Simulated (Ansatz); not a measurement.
Geometry optimisation, DFT r2SCAN, scalar-relativistic, plane waves, PAW (Ansatz 0.2.0).

Input file:

```yaml
crystal:
  lattice:
    - [5.048742, 0.0, 0.0]
    - [0.0, 5.048742, 0.0]
    - [0.0, 0.0, 16.135561]
  atoms:
    - { symbol: H, position: [0.4277868, 0.0, 0.0619749] }
    - { symbol: H, position: [0.0722132, 0.0, 0.0619749] }
    - { symbol: H, position: [0.9277868, 0.0, 0.0619749] }
    - { symbol: H, position: [0.5722132, 0.0, 0.0619749] }
    - { symbol: H, position: [0.4277868, 0.5, 0.0619749] }
    - { symbol: H, position: [0.0722132, 0.5, 0.0619749] }
    - { symbol: H, position: [0.9277868, 0.5, 0.0619749] }
    - { symbol: H, position: [0.5722132, 0.5, 0.0619749] }
    - { symbol: C, position: [0.25, 0.0, 0.1013104] }
    - { symbol: C, position: [0.75, 0.0, 0.1013104] }
    - { symbol: C, position: [0.25, 0.5, 0.1013104] }
    - { symbol: C, position: [0.75, 0.5, 0.1013104] }
    - { symbol: C, position: [0.25, 0.25, 0.156623] }
    - { symbol: C, position: [0.75, 0.25, 0.156623] }
    - { symbol: C, position: [0.25, 0.75, 0.156623] }
    - { symbol: C, position: [0.75, 0.75, 0.156623] }
    - { symbol: C, position: [0.0, 0.25, 0.2119356] }
    - { symbol: C, position: [0.5, 0.25, 0.2119356] }
    - { symbol: C, position: [0.0, 0.75, 0.2119356] }
    - { symbol: C, position: [0.5, 0.75, 0.2119356] }
    - { symbol: C, position: [0.0, 0.0, 0.2672482] }
    - { symbol: C, position: [0.5, 0.0, 0.2672482] }
    - { symbol: C, position: [0.0, 0.5, 0.2672482] }
    - { symbol: C, position: [0.5, 0.5, 0.2672482] }
    - { symbol: C, position: [0.25, 0.0969069, 0.3163633] }
    - { symbol: C, position: [0.75, 0.0969069, 0.3163633] }
    - { symbol: C, position: [0.25, 0.4030931, 0.3163633] }
    - { symbol: C, position: [0.75, 0.4030931, 0.3163633] }
    - { symbol: H, position: [0.75, 0.0208818, 0.3802509] }
    - { symbol: H, position: [0.25, 0.4791182, 0.3802509] }
    - { symbol: H, position: [0.75, 0.4791182, 0.3802509] }
    - { symbol: H, position: [0.1039632, 0.4223446, 0.3666164] }
basis:
  ecutwfc: 500.0
kpoints:
  mp_grid: { grid: [3, 3, 1] }
hamiltonian:
  xc: r2scan
  pseudopotentials: { kind: paw, azcp: { folder: soft_1 } }
scf:
  occupations: { method: gaussian, width: 0.02 }
  lower_state_search: "off"
relax:
  f_tol: 0.03
  max_steps: 60
  adjacent_minimum: "off"
  constraints: [{ sites: [0, 1, 2, 3, 4, 5, 6, 7, 8, 9, 10, 11, 12, 13, 14, 15] }]
```

Launched with:

```bash
$ ansatz run input.yaml --threads 4 --pin off --max-ram 10240MiB --backend cpu --events-out ev --progress --plain --runs-dir out
```

Question: Where does it end, and by what steps?

Answer: The forces met the threshold. The force dipped under the threshold on the way, but the program's further checks kept it going. Limits of this set-up: thin slab, slab without dipole correction, open-shell adsorbate without spin, a typed lattice constant that wasn't relaxed here. After 17 steps the energy has fallen by 8.231 eV; H30 moved furthest, 2.65 Å. Parted: C27–H30 (1.10 → 2.29 Å), H30–H32 (0.82 → 2.48 Å). Joined: C25–H30 (2.19 → 1.09 Å).

```json
{"step": "0", "energy less start (eV)": "0.0000", "largest force component (eV/Å)": "5.007", "accepted": "yes"}
{"step": "1", "energy less start (eV)": "-1.9893", "largest force component (eV/Å)": "1.193", "accepted": "yes"}
{"step": "2", "energy less start (eV)": "-2.2992", "largest force component (eV/Å)": "1.013", "accepted": "yes"}
{"step": "3", "energy less start (eV)": "-2.5469", "largest force component (eV/Å)": "1.002", "accepted": "yes"}
{"step": "4", "energy less start (eV)": "-2.7130", "largest force component (eV/Å)": "0.957", "accepted": "yes"}
{"step": "5", "energy less start (eV)": "-2.9323", "largest force component (eV/Å)": "1.122", "accepted": "yes"}
{"step": "6", "energy less start (eV)": "-3.2859", "largest force component (eV/Å)": "1.301", "accepted": "yes"}
{"step": "7", "energy less start (eV)": "-3.7956", "largest force component (eV/Å)": "2.262", "accepted": "yes"}
{"step": "8", "energy less start (eV)": "-4.4758", "largest force component (eV/Å)": "3.297", "accepted": "yes"}
{"step": "9", "energy less start (eV)": "-5.2955", "largest force component (eV/Å)": "3.980", "accepted": "yes"}
{"step": "10", "energy less start (eV)": "-6.0978", "largest force component (eV/Å)": "3.298", "accepted": "yes"}
{"step": "11", "energy less start (eV)": "-6.7223", "largest force component (eV/Å)": "2.253", "accepted": "yes"}
{"step": "12", "energy less start (eV)": "-7.3571", "largest force component (eV/Å)": "1.900", "accepted": "yes"}
{"step": "13", "energy less start (eV)": "-7.8094", "largest force component (eV/Å)": "1.201", "accepted": "yes"}
{"step": "14", "energy less start (eV)": "-8.0724", "largest force component (eV/Å)": "0.804", "accepted": "yes"}
{"step": "15", "energy less start (eV)": "-8.2089", "largest force component (eV/Å)": "0.295", "accepted": "yes"}
{"step": "16", "energy less start (eV)": "-8.2306", "largest force component (eV/Å)": "0.006", "accepted": "yes"}
{"step": "17", "energy less start (eV)": "-8.2306", "largest force component (eV/Å)": "0.008", "accepted": "yes"}
```

```xyz
32
Lattice="5.0487 0.0000 0.0000 0.0000 5.0487 0.0000 0.0000 0.0000 16.1356" Properties=species:S:1:pos:R:3
H 2.160 0.000 1.000
H 0.365 0.000 1.000
H 4.684 0.000 1.000
H 2.889 0.000 1.000
H 2.160 2.524 1.000
H 0.365 2.524 1.000
H 4.684 2.524 1.000
H 2.889 2.524 1.000
C 1.262 0.000 1.635
C 3.787 0.000 1.635
C 1.262 2.524 1.635
C 3.787 2.524 1.635
C 1.262 1.262 2.527
C 3.787 1.262 2.527
C 1.262 3.787 2.527
C 3.787 3.787 2.527
C 0.000 1.262 3.352
C 2.524 1.262 3.352
C 0.000 3.786 3.486
C 2.524 3.786 3.486
C 0.000 0.085 4.322
C 2.524 0.085 4.322
C 0.000 2.438 4.323
C 2.524 2.438 4.323
C 1.262 0.443 5.133
C 3.787 0.443 5.133
C 1.262 2.079 5.134
C 3.787 2.079 5.134
H 3.786 0.019 6.141
H 1.263 5.066 6.140
H 3.787 2.502 6.142
H 1.262 2.501 6.142
```

Whether the end is a true minimum wasn't checked by a vibrational analysis.

Run time: 2.9 min on 4 threads of Intel(R) Xeon(R) Platinum 8175M CPU @ 2.50GHz (Skylake/Cascade Lake) (shared host), peak memory 1.6 GiB.
